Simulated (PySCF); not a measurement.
SMILES F[SiH2][SiH2][Si](Cl)(Cl)Cl (H4Cl3FSi3) (GFN2-xTB optimised geometry):

```
11

F      2.765     1.310     1.276
Si     1.203     1.126     1.634
Si     0.302    -0.252     0.000
Si    -2.025    -0.252     0.000
Cl    -2.762    -1.141     1.678
Cl    -2.765     1.649     0.000
Cl    -2.869    -1.200    -1.577
H      1.248     0.578     2.985
H      0.712     2.500     1.666
H      0.744     0.120    -1.354
H      0.744    -1.649     0.151
```

Computed with PySCF with PBE0/def2-TZVP.

Q: What are the frontier orbital energies and the dipole moment?

A: HOMO-2 -9.31 eV, HOMO-1 -9.29 eV, HOMO -8.61 eV, LUMO -1.56 eV, LUMO+1 -0.92 eV; dipole moment 0.33 D.

Meta-Löwdin charges at PBE0/def2-TZVP: F1 -0.51, Si2 0.74, Si3 0.06, Si4 0.77, Cl5 -0.27, Cl6 -0.27, Cl7 -0.25, H8 -0.09, H9 -0.09, H10 -0.04, H11 -0.04.
